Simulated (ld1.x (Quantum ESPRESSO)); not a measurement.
# PBE ultrasoft dataset for Ru (Z = 44), scalar-relativistic all-electron reference.

- Element: ruthenium (Ru)
- Generator: ld1.x (Quantum ESPRESSO) 7.5
- Type: ultrasoft
- Functional: PBE
- Relativity: scalar-relativistic
- Frozen core: [Ar] 3d10 4s2
- Valence charge: 14
- Reference configuration: 4p6 4d7 5s1 5p0
- Partial waves: 5s (bound): rcut 1.85, rcutus 2.55 bohr; 5s channel at 0.3 Ry: rcut 1.85, rcutus 2.55 bohr; 4p (bound): rcut 1.50, rcutus 1.65 bohr; 5p (bound, empty): rcut 1.50, rcutus 1.65 bohr; 4d (bound): rcut 1.50, rcutus 1.75 bohr; 4d channel at -0.05 Ry: rcut 1.50, rcutus 1.75 bohr
- Local potential: all-electron potential smoothed inside 2.10 bohr (lloc = -1)
- Core correction: Bessel-smoothed model core inside 1.50 bohr
- Augmentation charge: built from norm-conserving waves at rcut, not smoothed further

All-electron outer shells of the reference configuration (PBE, scalar-relativistic, ld1.x):

```
shell  level (eV)  outermost node (bohr)  outermost maximum (bohr)
   3d     -273.12                      –                      0.30
   4s      -76.37                   0.48                      0.92
   4p      -46.42                   0.49                      0.98
   4d       -5.20                   0.48                      1.21
   5s       -4.24                   1.24                      2.73
   5p       -0.91                   1.41                      3.97
```

(1) Is the overlap operator S = 1 + Σ q|β⟩⟨β| positive definite (Bessel basis up to 400 Ry)?

(2) Tests: 4p6 4d7 5s0 5p0; 4p6 4d6 5s0 5p0; 4p6 4d5 5s0 5p0; 4p6 4d6 5s2 5p0; 4p6 4d7 5s0.5 5p0; 4p6 4d7 5s0 5p1; 4p6 4d6 5s1 5p1. Which has the largest error in its energy relative to the reference configuration, and how large is it?

A Bessel basis up to 400 Ry misses an occupied level by 0.75 Ry, so cutoffs and ghosts were not judged.

Answers

(1) Yes: its lowest eigenvalue is 0.29 (p channel).

(2) 4p6 4d6 5s1 5p1, with -616 meV (all-electron minus pseudo) on +5.65 eV.
